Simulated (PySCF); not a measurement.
# Input and output

[Lu(NH2)4]− (singlet in the valence; each metal's 4f electrons, 14 of them, lie in its core potential, out of spins and levels). PySCF 2.14.0, RKS PBE0, Lu lcecp-1-TZVP with ECP60, N def2-TZVP, H def2-TZVP; non-relativistic Hamiltonian with scalar-relativistic core potentials where named; density fitting; no spin-orbit coupling. Purpose: basis and core treatment f-in-core-III/TZVP.

```python
mol = gto.M(atom='''
Lu     0.00007     0.00000    -0.00000
N      1.32815     1.17135     1.30275
H      1.25880     1.36460     2.30093
H      2.19693     1.60792     0.99384
N     -1.32795    -1.30275     1.17142
H     -2.19706    -0.99382     1.60763
H     -1.25890    -2.30085     1.36451
N      1.32815    -1.17135    -1.30275
H      2.19693    -1.60792    -0.99384
H      1.25880    -1.36460    -2.30093
N     -1.32795     1.30275    -1.17142
H     -1.25890     2.30085    -1.36451
H     -2.19706     0.99382    -1.60763''',
    basis={'Lu': 'lcecp-1-TZVP', 'N': 'def2-TZVP', 'H': 'def2-TZVP'},
    ecp={'Lu': 'lcecp-1-TZVP'},
    charge=-1, spin=0)
mf = dft.RKS(mol, xc='PBE0')
mf.grids.atom_grid = (75, 302)  # f atoms: unpruned, at least (60, 302)
mf = mf.density_fit()  # fitting sets: Lu AutoAux, N def2-universal-JKFIT, H def2-universal-JKFIT
mf.conv_tol = 1e-08; mf.max_cycle = 55
mf.kernel(dm0)  # dm0: free metal ions and neutral atoms
mf.nuc_grad_method().kernel()
```

Run from Python with OMP_NUM_THREADS=2; the lines above give its settings. Where DIIS fails, smearing, a level shift and second-order steps follow.
It took 31 s on 2 threads of Arm Neoverse V2, with other jobs on the host.

Question: Where do the frontier levels lie, over both spins?

Answer: HOMO -1.43 eV, LUMO 4.02 eV. The 4f levels lie in the core potential and are missing.

Question: What are the Mulliken charges and spins?

Answer: 
```csv
atom,charge (e),spin (e)
Lu1,1.379,0.000
N2,-0.954,0.000
H3,0.180,0.000
H4,0.180,0.000
N5,-0.954,0.000
H6,0.180,0.000
H7,0.180,0.000
N8,-0.954,0.000
H9,0.180,0.000
H10,0.180,0.000
N11,-0.954,0.000
H12,0.180,0.000
H13,0.180,0.000
```

Question: What forces act on the atoms (eV/Å)?

Answer: 
```
Lu   0.00  0.00  0.00
N    0.31  0.27  0.28
H   -0.03 -0.08 -0.28
H   -0.24 -0.13  0.05
N   -0.31 -0.27  0.27
H    0.24 -0.05 -0.14
H    0.03  0.27 -0.08
N    0.31 -0.27 -0.28
H   -0.24  0.13 -0.05
H   -0.03  0.08  0.28
N   -0.31  0.27 -0.27
H    0.03 -0.27  0.08
H    0.24  0.05  0.14
```
Forces carry noise of the integration grid, about 0.01 to 0.03 eV/Å.

The geometry was relaxed with PBE0 (Lu lcecp-1-SVP with ECP60, N def2-SVP, H def2-SVP).

An lcecp potential fixes the number of 4f electrons, so in runs with it no electron can move into or out of that shell.
